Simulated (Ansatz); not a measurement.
```yaml
crystal:
  periodic: [false, false, false]
  atoms:
    - {symbol: Ga, position_ang: [0.000418, -0.000203, -0.000102]}
    - {symbol: Cl, position_ang: [1.219604, -0.702679, -1.586859]}
    - {symbol: Cl, position_ang: [-1.213622, 1.717282, -0.275890]}
    - {symbol: Cl, position_ang: [-0.006390, -1.014400, 1.862841]}
basis:
  gaussian: {orbitals: x2c-TZVPPall, final_grid: {core_spheres: 1, valence_spheres: 1, degree: 3}}
total_charge: 1
magnetization: {spin_polarized: true, initial_magnetization: 1}
hamiltonian: {xc: {name: r2SCAN}}
scf: {omitted_lower_state_checks: [starts]}
```

```sh
$ ansatz run in.yaml --threads 4 --pin off --events-out ev --progress --plain --max-ram 3916MiB
```

Shortened log:

```
Functional definition: r2SCAN
1253 factors; their error is unknown
mean field evaluation 1: about -90568.6475 eV, gradient 2.7e1 eV
mean field evaluation 2: about -90567.1939 eV, gradient 3.8e1 eV
mean field evaluation 4: about -90569.7328 eV, gradient 1.2e1 eV
mean field evaluation 8: about -90570.9093 eV, gradient 4.9e-1 eV
mean field evaluation 16: about -90812.8199 eV, gradient 9.0e1 eV
mean field evaluation 32: about -91228.2283 eV, gradient 2.0e2 eV
mean field evaluation 64: about -91439.5033 eV, gradient 8.3e-3 eV
a density is far from that of the atoms, so the factors are made again for it
1452 factors; integrals over basis functions are off by at most 5.8e-5 eV
mean field evaluation 96: about -91436.8063 eV, gradient 1.3e-1 eV
mean field -91436.80721121 eV, -3360.2406869181 hartree, gradient 4.9e-5 eV, S^2 2.737669; 0 other end points of the search recorded, 0 dependent functions left out
reference -91436.80721165 eV, -3360.2406869341 hartree; 41, 40 occupied and 133, 134 virtual orbitals, 1452 factors
Total energy: -91436.80721165 eV, -3360.2406869341 hartree
Relativity: scalar
Checks for a lower state left out: starts
```

In this input the integration grid is far too coarse. Self-consistency was reached. The result belongs to that input, not to the species as meant.

DK, ANO-RCC and x2c sets are all-electron and run with scalar relativity unless a key says otherwise. The charge 1 doublet is spin-contaminated (final ⟨S²⟩ up to 2.74, 0.75 for a pure state).
